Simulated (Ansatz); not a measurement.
Reaction (redistribution): `[F][In]([SH])[Br]` + `OC[SiH2]O[SiH3]` → `[F][In]([SH])[O][SiH3]` + `OC[SiH2]Br`

Gas-phase electronic energies from Ansatz, PBE0-D4/def2-TZVP geometries. CBS: MP2 limit from def2 TZ/QZ plus the TZ coupled-cluster correction, frozen cores. Functionals use def2-TZVPP. def2 core potentials past Kr. For Br, In outer-core shells are correlated without core-valence functions, which leaves a few kJ/mol of doubt a bond. Scalar relativity is left out up to krypton. One conformer a species, not always the lowest.

```tsv
species	B2PLYP energy (Eh)
`[F][In]([SH])[Br]`	-3262.33566
`OC[SiH2]O[SiH3]`	-772.14769
`[F][In]([SH])[O][SiH3]`	-1054.95518
`OC[SiH2]Br`	-2979.48808
```

Question: Work out ΔE.

Answer: ΔE = (-1054.95518) + (-2979.48808) − (-3262.33566) − (-772.14769) = 0.04009 Eh = +25.2 kcal/mol. CCSD(T)/CBS gives +24.0 kcal/mol.

Largest T1 diagnostic among the species: 0.015.

In def2-TZVPP, CCSD(T) changes the Hartree–Fock value by −6.3 kcal/mol (the triples alone add −1.1 kcal/mol) and MP2 by −6.7 kcal/mol. From PBE to PBE0 (25 % exact exchange), in def2-TZVPP and without D4, ΔE moves by +2.3 kcal/mol.
